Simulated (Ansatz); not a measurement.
Born–Oppenheimer molecular dynamics of ClF₂GeH₄N (9 atoms, charge 0, multiplicity 1). It starts at the highest image of a converged band. Of that band: The profile has 2 maxima (images 1, 4) with wells between them (image 3): this band takes more than one step, which may be the mechanism or a detour left from its start path. A vibrational analysis at the climbing image gives one clearly imaginary mode, 952i cm⁻¹: a first-order saddle point.

The calculation used Ansatz 0.2.0, RHF/def2-SVP.

```json
{
 "ensemble": "NVE (velocity Verlet)",
 "time step": "0.5 fs",
 "steps asked": "200",
 "starting velocities drawn for": "100 K",
 "seed": "9035"
}
```

Frames 0.5 fs apart, positions in Å, forces in eV/Å.

Velocities at 75 fs (Å/ps):

```
Ge -4.33 -2.15 -2.05
Cl 4.63 1.80 7.91
F -0.42 3.28 0.70
H -1.39 6.03 2.92
F 9.41 0.75 -5.40
N -2.12 -0.87 -3.89
H 6.31 0.11 -7.30
H -7.00 6.58 5.08
H 11.52 14.61 11.39
```

```xyz
9
Properties=species:S:1:pos:R:3:forces:R:3 time_fs=75 energy_less_start_eV=-0.354 T=492
Ge -0.570 0.074 -0.346 0.28 0.38 0.00
Cl 0.063 0.876 3.294 -2.08 -0.85 -1.29
F 0.673 -1.072 -0.022 -0.67 0.27 -0.01
H -0.095 1.481 -0.116 0.20 0.08 -0.03
F -0.900 -0.110 -2.006 0.09 -0.14 -0.48
N -2.064 -0.295 0.572 -0.09 -0.18 0.52
H -2.268 -1.269 0.659 -0.22 -0.30 0.10
H -2.922 0.225 0.437 0.52 -0.07 -0.13
H -1.029 0.420 2.601 1.97 0.81 1.31
9
Properties=species:S:1:pos:R:3:forces:R:3 time_fs=75.5 energy_less_start_eV=-0.372 T=511
Ge -0.572 0.073 -0.347 0.35 0.51 -0.01
Cl 0.065 0.877 3.298 -1.94 -0.78 -1.20
F 0.672 -1.071 -0.022 -0.67 0.25 -0.01
H -0.096 1.484 -0.115 0.16 -0.01 -0.04
F -0.895 -0.110 -2.009 0.08 -0.15 -0.47
N -2.065 -0.295 0.570 -0.19 -0.07 0.50
H -2.265 -1.269 0.655 -0.26 -0.34 0.12
H -2.925 0.228 0.440 0.63 -0.16 -0.11
H -1.021 0.428 2.608 1.84 0.74 1.22
9
Properties=species:S:1:pos:R:3:forces:R:3 time_fs=76 energy_less_start_eV=-0.401 T=543
Ge -0.574 0.072 -0.348 0.41 0.64 -0.01
Cl 0.067 0.878 3.302 -1.68 -0.67 -1.04
F 0.672 -1.069 -0.021 -0.67 0.24 0.00
H -0.096 1.487 -0.113 0.12 -0.10 -0.06
F -0.891 -0.109 -2.011 0.07 -0.15 -0.45
N -2.067 -0.296 0.569 -0.23 -0.04 0.48
H -2.263 -1.270 0.652 -0.30 -0.34 0.12
H -2.926 0.231 0.442 0.69 -0.22 -0.10
H -1.008 0.438 2.619 1.59 0.63 1.07
9
Properties=species:S:1:pos:R:3:forces:R:3 time_fs=76.5 energy_less_start_eV=-0.434 T=579
Ge -0.576 0.071 -0.349 0.47 0.76 -0.01
Cl 0.069 0.878 3.305 -1.30 -0.50 -0.81
F 0.671 -1.067 -0.021 -0.67 0.22 0.00
H -0.095 1.490 -0.112 0.09 -0.18 -0.08
F -0.886 -0.109 -2.014 0.07 -0.15 -0.43
N -2.068 -0.296 0.567 -0.22 -0.09 0.46
H -2.261 -1.272 0.649 -0.32 -0.29 0.13
H -2.926 0.234 0.444 0.67 -0.24 -0.10
H -0.992 0.450 2.631 1.21 0.47 0.84
9
Properties=species:S:1:pos:R:3:forces:R:3 time_fs=77 energy_less_start_eV=-0.462 T=610
Ge -0.579 0.070 -0.350 0.52 0.86 -0.02
Cl 0.071 0.879 3.309 -0.79 -0.29 -0.48
F 0.671 -1.065 -0.021 -0.66 0.20 0.00
H -0.095 1.492 -0.111 0.06 -0.25 -0.09
F -0.881 -0.109 -2.017 0.06 -0.15 -0.41
N -2.069 -0.296 0.565 -0.15 -0.21 0.46
H -2.261 -1.275 0.646 -0.32 -0.20 0.12
H -2.924 0.235 0.445 0.59 -0.22 -0.10
H -0.973 0.462 2.646 0.70 0.26 0.52
9
Properties=species:S:1:pos:R:3:forces:R:3 time_fs=77.5 energy_less_start_eV=-0.476 T=624
Ge -0.581 0.069 -0.351 0.56 0.95 -0.02
Cl 0.073 0.880 3.313 -0.14 -0.03 -0.07
F 0.670 -1.064 -0.021 -0.65 0.18 0.01
H -0.094 1.494 -0.110 0.03 -0.31 -0.10
F -0.876 -0.108 -2.020 0.05 -0.15 -0.39
N -2.070 -0.297 0.564 -0.04 -0.40 0.46
H -2.261 -1.278 0.644 -0.32 -0.08 0.12
H -2.921 0.236 0.447 0.45 -0.16 -0.11
H -0.952 0.475 2.662 0.05 0.00 0.11
9
Properties=species:S:1:pos:R:3:forces:R:3 time_fs=78 energy_less_start_eV=-0.467 T=614
Ge -0.583 0.068 -0.352 0.60 1.02 -0.04
Cl 0.075 0.881 3.316 0.62 0.26 0.41
F 0.670 -1.062 -0.020 -0.64 0.16 0.01
H -0.094 1.495 -0.110 0.00 -0.36 -0.11
F -0.872 -0.108 -2.023 0.05 -0.15 -0.37
N -2.071 -0.298 0.562 0.12 -0.63 0.47
H -2.261 -1.281 0.642 -0.32 0.05 0.11
H -2.917 0.237 0.448 0.27 -0.07 -0.13
H -0.931 0.489 2.678 -0.70 -0.29 -0.37
9
Properties=species:S:1:pos:R:3:forces:R:3 time_fs=78.5 energy_less_start_eV=-0.435 T=580
Ge -0.585 0.067 -0.353 0.63 1.08 -0.05
Cl 0.077 0.881 3.320 1.42 0.57 0.91
F 0.669 -1.060 -0.020 -0.62 0.14 0.02
H -0.093 1.495 -0.110 -0.02 -0.39 -0.12
F -0.867 -0.108 -2.026 0.04 -0.15 -0.34
N -2.072 -0.298 0.561 0.29 -0.87 0.49
H -2.263 -1.284 0.640 -0.31 0.18 0.10
H -2.912 0.238 0.449 0.06 0.04 -0.15
H -0.911 0.501 2.694 -1.50 -0.59 -0.87
9
Properties=species:S:1:pos:R:3:forces:R:3 time_fs=79 energy_less_start_eV=-0.391 T=532
Ge -0.587 0.066 -0.354 0.66 1.11 -0.07
Cl 0.079 0.882 3.324 2.15 0.83 1.37
F 0.668 -1.058 -0.019 -0.61 0.12 0.02
H -0.093 1.494 -0.110 -0.04 -0.40 -0.12
F -0.862 -0.108 -2.029 0.03 -0.15 -0.31
N -2.074 -0.299 0.559 0.47 -1.08 0.50
H -2.265 -1.287 0.638 -0.30 0.29 0.10
H -2.906 0.239 0.449 -0.15 0.15 -0.16
H -0.896 0.513 2.707 -2.22 -0.86 -1.32
9
Properties=species:S:1:pos:R:3:forces:R:3 time_fs=79.5 energy_less_start_eV=-0.353 T=491
Ge -0.589 0.065 -0.355 0.69 1.13 -0.10
Cl 0.081 0.883 3.328 2.66 1.01 1.69
F 0.667 -1.056 -0.019 -0.59 0.09 0.03
H -0.092 1.493 -0.110 -0.05 -0.40 -0.12
F -0.857 -0.107 -2.032 0.02 -0.15 -0.27
N -2.075 -0.300 0.558 0.62 -1.25 0.51
H -2.268 -1.289 0.637 -0.29 0.36 0.09
H -2.901 0.240 0.449 -0.33 0.25 -0.17
H -0.885 0.522 2.717 -2.73 -1.04 -1.64
9
Properties=species:S:1:pos:R:3:forces:R:3 time_fs=80 energy_less_start_eV=-0.339 T=476
Ge -0.591 0.064 -0.356 0.72 1.12 -0.14
Cl 0.083 0.884 3.332 2.84 1.07 1.80
F 0.666 -1.054 -0.019 -0.57 0.06 0.03
H -0.092 1.490 -0.110 -0.06 -0.38 -0.12
F -0.853 -0.107 -2.036 0.01 -0.15 -0.24
N -2.076 -0.301 0.557 0.71 -1.33 0.51
H -2.272 -1.290 0.636 -0.28 0.38 0.08
H -2.897 0.242 0.449 -0.46 0.32 -0.18
H -0.881 0.528 2.723 -2.91 -1.10 -1.75
9
Properties=species:S:1:pos:R:3:forces:R:3 time_fs=80.5 energy_less_start_eV=-0.357 T=496
Ge -0.593 0.064 -0.357 0.75 1.10 -0.18
Cl 0.086 0.885 3.336 2.64 0.98 1.67
F 0.665 -1.053 -0.018 -0.55 0.04 0.04
H -0.091 1.487 -0.111 -0.06 -0.34 -0.11
F -0.848 -0.107 -2.039 0.00 -0.15 -0.20
N -2.076 -0.303 0.556 0.74 -1.32 0.51
H -2.276 -1.290 0.635 -0.28 0.37 0.08
H -2.894 0.244 0.448 -0.51 0.34 -0.18
H -0.884 0.532 2.725 -2.71 -1.01 -1.63
```

Of the whole run (100 fs, mean temperature of the second half 543 K): The conserved energy stayed within 0.21 meV per atom of its start (net change -0.14 meV per atom), so the integration is sound. The kinetic energy rose, since the run started high on the potential surface and went downhill. It ends in pieces (ClH + F2GeH3N), so much of that is their flight and rotation, not heat. A run of 0.1 ps of so small a system gives no equilibrium averages. The orbitals stay closed-shell, which can raise the energy where a bond breaks towards radicals; this wasn't checked here.

The run took 3.9 min on 2 threads of INTEL(R) XEON(R) PLATINUM 8581C CPU @ 2.30GHz (Emerald Rapids), on a shared host, peak memory 0.28 GiB.
